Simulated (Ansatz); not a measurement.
Cost and result for the atomization energy of C2H7FO2Si2, SMILES `C=C[Si@@H](O)[Si@@H](O)F` (14 atoms, 13 bonds).

```xyz
14

C    -1.482    2.080    0.517
C    -0.742    1.429   -0.377
Si    0.755    0.446    0.086
O     1.024    0.728    1.694
Si    0.368   -1.845   -0.277
O     0.347   -2.088   -1.897
F     1.569   -2.683    0.394
H    -1.229    2.076    1.572
H    -2.364    2.647    0.231
H    -1.034    1.463   -1.425
H     1.924    0.857   -0.747
H     1.709    0.215    2.125
H    -0.867   -2.402    0.342
H     0.022   -2.924   -2.236
```

Total charge 0; spin multiplicity 1. The structure was optimised at the PBE0-D4/def2-TZVP level. It is one conformer, not always the lowest. Program: Ansatz. All runs use 2 threads of an AMD EPYC 7R13 on a shared host and a share of an NVIDIA H100 80 GB. Times are those of one run each, without the atoms' runs, and a repeat can differ threefold. Electronic energies, without spin–orbit coupling; frozen cores. CCSD(T)/CBS adds CCSD(T) − MP2 in def2-TZVPP to the MP2 limit, and its time is that of the two runs behind it. T1 = 0.012. B3LYP takes the VWN-RPA correlation (the form of Gaussian; ORCA's B3LYP/G).

CCSD(T)/CBS is a level of theory with its own doubt, some kJ/mol a heavy atom from the limit and from the frozen cores, so smaller differences don't rank the functionals.

```tsv
level	functions	wall time	atomization (kJ/mol)	difference from CCSD(T)/CBS	per bond
PBE0-D4/def2-TZVPP	337	2.6 s	5489.7	-53.1	-4.1
B3LYP-D4/def2-TZVPP (with forces)	337	4.2 s	5505.1	-37.7	-2.9
PBE-D4/def2-TZVPP (with forces)	337	4.2 s	5598.2	55.4	4.3
B2PLYP/def2-TZVPP	337	4.3 s	5458.8	-84.0	-6.5
MP2/def2-QZVPP	635	4.6 s	5599.8	57.0	4.4
ωB97X-V/def2-TZVPP	337	4.8 s	5534.6	-8.2	-0.6
r2SCAN-D4/def2-TZVPP (with forces)	337	5 s	5530.8	-12.0	-0.9
ωB97M-V/def2-TZVPP (with forces)	337	5 s	5530.9	-11.9	-0.9
CCSD(T)/def2-TZVPP	337	15 s	5380.9	-161.9	-12.5
CCSD(T)/CBS(def2)	–	19 s	5542.8	0.0	0.0
```

From PBE to PBE0 (25 % exact exchange), in def2-TZVPP and without D4, the atomization energy moves by −103.8 kJ/mol: exact exchange takes away binding that semilocal exchange gives to molecules. In def2-TZVPP, CCSD(T) changes the Hartree–Fock value by +1346.9 kJ/mol (the triples alone add +82.6 kJ/mol) and MP2 by +1468.6 kJ/mol; breaking electron pairs costs correlation energy, which Hartree–Fock lacks. The D4 term adds +53.9 kJ/mol with B3LYP and +28.8 kJ/mol with PBE0; it sums over pairs of atoms, weighted by their polarisabilities, and B3LYP, whose exchange is more repulsive, gets the larger term.
